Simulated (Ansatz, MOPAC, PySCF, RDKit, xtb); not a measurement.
Complex: stibine (SMILES [SbH3]) (first 4 atoms) with stibine (SMILES [SbH3]); geometry from B3LYP-D3(BJ)/def2-TZVP, rigid monomers moved along the line of their centres of mass till Sb1···Sb5 is 3.94 Å.
(charge 0, multiplicity 1):
```xyz
8

Sb     0.345    -0.322    -0.420
H      1.607    -0.271     0.738
H     -0.448    -1.570     0.446
H     -0.533     0.878     0.431
Sb    -0.378    -0.100     3.446
H      0.029     1.505     3.007
H     -1.016     0.430     4.950
H     -1.913     0.034     2.699
```

```
level                                interaction energy (kJ/mol)
-----------------------------------  ---------------------------
UFF                                                         -2.7
GFN-FF                                                      -5.5
AM1                                                          3.5
PM3                                                          1.7
PM6                                                         22.3
PM7                                                         42.5
GFN1-xTB                                                   -16.5
GFN2-xTB                                                    -9.9
HF/STO-3G (no counterpoise)                                 17.6
HF/3-21G (no counterpoise)                                  16.9
HF/def2-SVPD                                                18.8
HF/def2-TZVPPD                                              18.3
PBE/def2-TZVPPD                                              4.8
PBE-D3(BJ)/def2-TZVPPD                                      -3.1
PBE-D4/def2-TZVPPD                                          -3.7
r2SCAN/def2-TZVPPD                                           2.5
r2SCAN-D3(BJ)/def2-TZVPPD                                   -0.1
r2SCAN-D4/def2-TZVPPD                                        0.4
B3LYP/3-21G (no counterpoise)                               10.5
B3LYP/LANL2DZ (no counterpoise)                             14.9
B3LYP/def2-TZVPPD                                           12.6
B3LYP-D3(BJ)/def2-TZVPPD                                    -3.1
B3LYP-D4/def2-TZVPPD                                        -1.3
PBE0/def2-TZVPPD                                             4.5
PBE0-D3(BJ)/def2-TZVPPD                                     -3.6
PBE0-D4/def2-TZVPPD                                         -3.2
wB97X-V/def2-TZVPPD                                         -0.7
wB97M-V/def2-TZVPPD                                         -2.1
MP2/def2-SVPD                                                4.2
MP2/def2-TZVPPD                                              1.5
MP2/CBS(def2-SVPD, def2-TZVPPD)                              0.5
SCS-MP2/def2-SVPD                                            7.6
SCS-MP2/def2-TZVPPD                                          5.1
CCSD/def2-SVPD                                               7.6
CCSD/def2-TZVPPD                                             5.3
CCSD(T)/def2-SVPD                                            5.8
CCSD(T)/def2-TZVPPD                                          3.0
CCSD(T)/CBS(def2-SVPD, def2-TZVPPD)                          2.1
```

The rows run from -16.5 (GFN1-xTB) to 42.5 kJ/mol (PM7). In def2-TZVPPD the value moves HF 18.3, MP2 1.5, CCSD 5.3, CCSD(T) 3.0, a shift of -15.3 from HF to CCSD(T). From def2-SVPD to def2-TZVPPD CCSD(T) changes by -2.8. The dispersion term adds -7.9 in PBE-D3(BJ), -8.5 in PBE-D4, -2.6 in r2SCAN-D3(BJ). The 6 functionals in def2-TZVPPD without D3 or D4 span 14.7, from wB97M-V to B3LYP.

Interaction energies are E(AB) − E(A) − E(B) at the monomers' geometry in the complex; basis-set methods are counterpoise corrected. Rows marked so take none. RDKit's UFF carries no charges.

Cores are frozen in the correlated methods. Filled d and f shells under p-block atoms count as core. CBS(a, b) extrapolates the correlation energy as X⁻³ and adds the Hartree–Fock energy of set b. Rows in 3-21G, LANL2DZ, STO-3G carry no dispersion term and start afresh at each structure; the Pople sets are all-electron and without relativity. LANL2DZ brings its own core potentials from Na on. The state reached by AM1, PM3, PM6, PM7 isn't checked; PM7 holds dispersion and hydrogen-bond terms.

Run with Ansatz (Gaussian basis) for Hartree–Fock, density functionals and correlated methods; MOPAC for AM1, PM3, PM6, PM7 (differences of heats of formation); PySCF for 3-21G rows, LANL2DZ rows, STO-3G rows, the dispersion terms; RDKit for the force fields; xtb for the GFN methods. Values without a source in brackets are computed. In def2 rows elements past Kr take small-core potentials, without spin–orbit coupling.

Ansatz is an electronic-structure program.
